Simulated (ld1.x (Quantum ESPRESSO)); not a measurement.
barium, TM: configuration errors across variants

ld1.x (Quantum ESPRESSO) 7.5 input, shortened:

```
&input
   title='Ba', zed=56., rel=2, dft='PBE', iswitch=3,
   config='[Xe] 5d0 6s0.5 6p0', rel_dist='average'
 /
 &inputp
   pseudotype=2, tm=.true., lloc=-1, rcloc=3.35,
   nlcc=.true.
 /
3
6S  1  0   0.50   0.00  3.25  3.25  0.0
6P  2  1   0.00   0.00  4.15  4.15  0.0
5D  3  2   0.00   0.00  3.65  3.65  0.0
 &test
   configts(1)='5d0 6s0.5 6p0'
 /
```

Open shells are filled in proportion to 2j + 1 (rel_dist='average').

All-electron excitation energies from the reference (eV): (1) 5d0 6s2 6p0 -9.740; (2) 5d0 6s1 6p0 -4.379; (3) 5d0 6s1.5 6p0 -7.604; (4) 5d0 6s0 6p1 -1.788; (5) 5d0.5 6s1.5 6p0 -9.101; (6) 5d1 6s1 6p0 -8.406; (7) 5d1 6s0 6p0 -3.694.

A true bound ghost makes a file unfit for plane-wave use even where its test errors are small: the radial tests pick states by their node count and pass the ghost by.

Errors AE − PS in meV (a dash: test not solved or not reliable):

| change | (1) | (2) | (3) | (4) | (5) | (6) | (7) | bound ghosts |
| --- | --- | --- | --- | --- | --- | --- | --- | --- |
| base | -50 | +1.7 | -11 | +0.8 | -106 | -133 | +4.2 | s, p3/2, p1/2 |
| wave 5d (bound): rc 3.65 bohr becomes 5d (bound): rc 2.32 bohr | -50 | +1.7 | -11 | +0.8 | -107 | -134 | +3.0 | s, p3/2, p1/2 |
| wave 5d (bound): rc 3.65 bohr becomes 5d (bound): rc 2.74 bohr | -50 | +1.7 | -11 | +0.8 | -107 | -134 | +2.6 | s, p3/2, p1/2 |
| wave 5d (bound): rc 3.65 bohr becomes 5d (bound): rc 3.16 bohr | -50 | +1.7 | -11 | +0.8 | -107 | -134 | +1.9 | s, p3/2, p1/2 |
| wave 5d (bound): rc 3.65 bohr becomes 5d (bound): rc 3.40 bohr | -50 | +1.7 | -11 | +0.8 | -107 | -134 | +2.3 | s, p3/2, p1/2 |
| wave 5d (bound): rc 3.65 bohr becomes 5d (bound): rc 3.82 bohr | -50 | +1.7 | -11 | +0.8 | -106 | -131 | +6.8 | s, p3/2, p1/2 |
| wave 5d (bound): rc 3.65 bohr becomes 5d (bound): rc 4.12 bohr | -50 | +1.7 | -11 | +0.8 | -103 | -126 | +13 | s, p3/2, p1/2 |
| wave 5d (bound): rc 3.65 bohr becomes 5d (bound): rc 4.38 bohr | -50 | +1.7 | -11 | +0.8 | -101 | -120 | +19 | s, p3/2, p1/2 |
| wave 5d (bound): rc 3.65 bohr becomes 5d (bound): rc 5.18 bohr | -50 | +1.7 | -11 | +0.8 | -84 | -82 | +55 | s, p3/2 |
| wave 5d (bound): rc 3.65 bohr becomes 5d (bound): rc 5.58 bohr | -50 | +1.7 | -11 | +0.8 | -71 | -53 | +79 | s |

Give the same row for: wave 5d (bound): rc 3.65 bohr becomes 5d (bound): rc 4.82 bohr.

-50, +1.7, -11, +0.8, -94, -103, +37; bound ghosts: s, p3/2, p1/2.
